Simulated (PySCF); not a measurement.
**Distorted geometries of [W3]+**

[W3]+ (doublet). PySCF 2.14.0, UKS TPSS, W def2-SVP with ECP60; non-relativistic Hamiltonian with scalar-relativistic core potentials where named; density fitting; no spin-orbit coupling. Relaxed geometry:

```xyz
3

W     1.3111   -0.0001    0.0000
W    -0.6554    1.1806    0.0000
W    -0.6557   -1.1804    0.0000
```

Question: Order these distorted geometries by energy above the relaxed one, lowest first.
A.
```xyz
3

W     1.3703    0.0923   -0.0250
W    -0.6136    1.1281   -0.0901
W    -0.7567   -1.2203    0.1151
```
B.
```xyz
3

W     1.3438    0.1071   -0.0642
W    -0.8467    1.0551   -0.2567
W    -0.4971   -1.1622    0.3210
```
C.
```xyz
3

W     1.4305   -0.0138    0.0806
W    -0.7207    1.1027    0.0425
W    -0.7098   -1.0889   -0.1231
```

Answer: B (0.09 eV), A (0.30 eV), C (0.56 eV).

Question: Which forces (eV/Å) act in the one that lies 0.30 eV up?

Answer: 
```
W   -1.50 -1.47  0.16
W   -0.49  0.19 -0.03
W    1.99  1.28 -0.13
```
Forces carry noise of the integration grid, about 0.01 to 0.03 eV/Å.

No frequency check is given that shows the relaxed geometry to be a minimum. The relaxed state is spin-contaminated (spin squared 1.16 against 0.75). Open shells may have lower solutions than the one found.
